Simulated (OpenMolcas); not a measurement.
An atom or ion with 5 electrons was computed by MS-RASPT2, IPEA 0.25 Eh, imaginary shift 0.1 Eh with spin-orbit coupling (OpenMolcas, ANO-RCC-VTZP, DKH2). The lowest levels that the run gave, each within 12 % of the measured value where one is at hand:

| J | Parity | E (cm-1) | g |
| --- | --- | --- | --- |
| 1/2 | odd | 0.0 | 0.666 |
| 3/2 | odd | 56.2 | 1.334 |
| 1/2 | even | 42230 | 2.671 |
| 3/2 | even | 42250 | 1.735 |
| 5/2 | even | 42290 | 1.601 |
| 3/2 | even | 75030 | 0.800 |
| 5/2 | even | 75030 | 1.200 |
| 1/2 | even | 97720 | 2.002 |
| 1/2 | even | 111680 | 0.666 |
| 3/2 | even | 111720 | 1.334 |
| 3/2 | odd | 141580 | 2.002 |
| 3/2 | odd | 150780 | 0.800 |

**Question.** Which ion is it, and what are the configurations and terms?

**Answer.** C+ (Z = 6, charge +1; active space 3 electrons in 9 orbitals (RAS2 2s 2p; RAS3 3d, at most 2 electrons)). J, parity and g give the terms where levels are pure, and mixed ones are named by the computed weights; the size of the splittings, set against known spectra of the 5-electron sequence, gives the charge. In order, with the measured energies in cm-1 (NIST Handbook of Basic Atomic Spectroscopic Data): 2s2 2p 2P* 1/2, 2s2 2p 2P* 3/2 (63.4), 2s 2p2 4P 1/2 (43003), 2s 2p2 4P 3/2 (43025), 2s 2p2 4P 5/2 (43054), 2s 2p2 2D 3/2 (74933), 2s 2p2 2D 5/2 (74930), 2s 2p2 2S 1/2 (96494), 2s 2p2 2P 1/2 (110624), 2s 2p2 2P 3/2 (110666), 2p3 4S* 3/2 (142027), 2p3 2D* 3/2 (150467).

CASPT2 does not keep the components of a term degenerate, so their means are used; among the terms shown or strongly mixed into the levels shown the widest spread is 11 cm-1 (2s 2p2 2D). Active for correlation alone: 3d; no level in the range computed is led by a configuration that fills it, so any true level of that kind is missing. Computed and measured levels are paired by configuration, term and J; levels that our copy of the source lacks, or whose pairing is in doubt (as where it misses far off the trend of its configuration), stay unpaired and out of the deviations. Only configurations of the active space appear.

* marks odd parity.
